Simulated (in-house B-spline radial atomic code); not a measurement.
A run on Ru³⁺ that did not converge. Method: scalar-relativistic (X2C) wB97X, spin-polarised, spherical fractional occupations, Fermi nucleus of rms radius 4.4809 fm; computed with an all-electron radial atomic-structure program (B-spline basis).

Command:
```bash
python run_scf.py task.json out
```
Settings (nuclear radius in fm, mass in u):
```
Z                44
configuration    [Ar] 3d10 4s2 4p5.5 4d5 4f0.5
hamiltonian      x2c
method           wb97x
spin_polarised   True
nucleus          fermi
rms_radius       4.4809
atomic_mass      101.90434
speed_of_light   137.035999084
```

First and last ten iterations of the last attempt (damped for 15 steps, keeping 80 % of the old Fock matrix, then DIIS):
```
 iter        energy (Eh)    residual
    1       -4518.360001    5.15e-01
    2       -4524.049319    3.07e-01
    3       -4525.626733    2.14e-01
    4       -4526.426140    1.50e-01
    5       -4526.822867    1.05e-01
    6       -4527.013631    7.27e-02
    7       -4527.102524    5.07e-02
    8       -4527.143357    3.55e-02
    9       -4527.162192    2.49e-02
   10       -4527.171005    1.76e-02
  111       -4527.179431    2.29e-06
  112       -4527.179431    3.60e-06
  113       -4527.179431    1.04e-06
  114       -4527.179431    8.76e-07
  115       -4527.179431    9.28e-07
  116       -4527.179431    1.06e-06
  117       -4527.179431    8.53e-07
  118       -4527.179431    3.23e-06
  119       -4527.179431    1.21e-06
  120       -4527.179431    1.94e-06
 not converged after 120 iterations
```

The smallest residual met was 5.2e-07; the threshold is about 4e-07. Over the last five steps the energy moves by less than 1e-08 hartree, but the orbitals didn't meet the threshold. Cost of the run: 30 s on 1 thread of Arm Neoverse N1, with other jobs on the host.
